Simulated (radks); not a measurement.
Values are calculated unless marked as measured or tabulated.
Task: Radial electron density D(r) = 4 pi r^2 rho(r) of an atom or ion with 68 electrons. Level of theory: scalar-relativistic Kohn-Sham, BLYP, spin-polarised, spherical densities, finite nucleus; Fermi nuclear charge, rms radius of each element as measured or else 0.836 A^(1/3) + 0.57 fm (a radial shooting solver on a logarithmic mesh with Libxc functionals).

| r (bohr) | D(r) (e/bohr) | spin D(r) |
|---|---|---|
| 0.0009833 | 5.513 | 0.000249 |
| 0.001343 | 8.995 | 0.000404 |
| 0.001821 | 14.24 | 0.000633 |
| 0.002487 | 22.25 | 0.000975 |
| 0.003371 | 33.27 | 0.00142 |
| 0.004568 | 47.63 | 0.00196 |
| 0.006241 | 64.80 | 0.00250 |
| 0.008459 | 80.87 | 0.00276 |
| 0.01146 | 91.45 | 0.00242 |
| 0.01566 | 92.28 | 0.00128 |
| 0.02123 | 85.49 | -0.0000665 |
| 0.029 | 83.40 | 0.0000551 |
| 0.0393 | 98.59 | 0.00299 |
| 0.05326 | 120.8 | 0.00602 |
| 0.07276 | 119.7 | 0.00412 |
| 0.09861 | 98.07 | 0.00836 |
| 0.1336 | 100.6 | 0.0575 |
| 0.1826 | 110.9 | 0.205 |
| 0.2474 | 76.06 | 0.521 |
| 0.338 | 52.36 | 1.04 |
| 0.4581 | 62.70 | 1.36 |
| 0.6209 | 46.93 | 1.22 |
| 0.8483 | 23.00 | 0.857 |
| 1.15 | 13.72 | 0.426 |
| 1.571 | 7.324 | 0.120 |
| 2.129 | 2.567 | 0.204 |
| 2.885 | 0.8033 | 0.374 |
| 3.941 | 0.3287 | 0.286 |
| 5.341 | 0.09354 | 0.0902 |
| 7.239 | 0.01066 | 0.0105 |
| 9.889 | 0.0003213 | 0.000318 |

What is the nuclear charge?

Result: Z = 69. The innermost maximum, from 1s, lies near gamma/Z bohr with gamma = sqrt(1 - (Z/c)^2) = 0.864, here 0.0125 bohr (found: 0.0137), and its height grows with Z. The density is that of the thulium ion Tm+ in [Xe] 4f13 6s1; the configuration itself is not fixed sharply by these data, and Z only to a few units. D(r) has 4 maxima, at r = 0.0137, 0.0615, 0.171, 0.466 bohr, and minima at 0.0263, 0.112, 0.330 bohr, inside which lie 1.93, 11.11, 29.65 electrons.
